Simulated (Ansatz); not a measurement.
Stretching the In1–H2 bond in H5InSi (SMILES [SiH3][InH2]) (multiplicity 1 held, fragments rigid). Energies count from the point at 1.738 Å.
Geometry at that point (charge 0, multiplicity 1):
```xyz
7

In    -0.32667    -0.55207     0.06666
H      0.14658    -1.70442     1.27819
H     -1.69917    -0.94454    -0.92206
Si     0.98425     1.66634    -0.20679
H      0.75722     2.53070     0.98115
H      0.57859     2.43361    -1.41050
H      2.44423     1.40738    -0.29782
```

R- and RO- levels are restricted; in cc, def2 and unpolarised 6-31G sets they are followed outwards from rest. U- levels take the lowest unrestricted solution at each point, which mixes spins at long bonds. Active spaces are followed from a long bond inwards. Levels need not reach the same state.

Correlated levels freeze the cores. Filled d and f shells under p-block atoms count as core.

Programs: Ansatz (a first-principles code). Values without a source in brackets are computed. In def2 rows elements past Kr take small-core potentials, without spin–orbit coupling.

Energies in kJ/mol.

```
R (Å)  U-r2SCAN/def2-TZVPP  R-wB97X-V/def2-TZVPP  FIC-NEVPT4(SD) on CASSCF(2,2)/def2-TZVPP  FIC-MRCISD+Q on CASSCF(2,2)/def2-TZVPP
-----  -------------------  --------------------  ----------------------------------------  --------------------------------------
1.390                  105                   106                                       125                                     125
1.564                   19                   ___                                        26                                      26
1.738                    0                     0                                         0                                       0
1.912                   15                    17                                        11                                      11
2.085                   46                    50                                        39                                      40
2.346                  104                   114                                        94                                      95
2.607                  161                   ___                                       149                                     150
3.041                  230                   277                                       222                                     224
3.475                  263                   357                                       267                                     269
3.997                  282                   431                                       291                                     293
4.692                  292                   ___                                       300                                     302
5.561                  294                   556                                       302                                     304
```

Task: What belongs in the gaps?

Result: 
- 2.607, R-wB97X-V/def2-TZVPP: 179
- 4.692, R-wB97X-V/def2-TZVPP: 500
- 1.564, R-wB97X-V/def2-TZVPP: 19

Doubts at one or more of the structures used: a spin-contaminated determinant (U-r2SCAN/def2-TZVPP); a restricted determinant that unrestricted orbitals would lower (R-wB97X-V/def2-TZVPP).
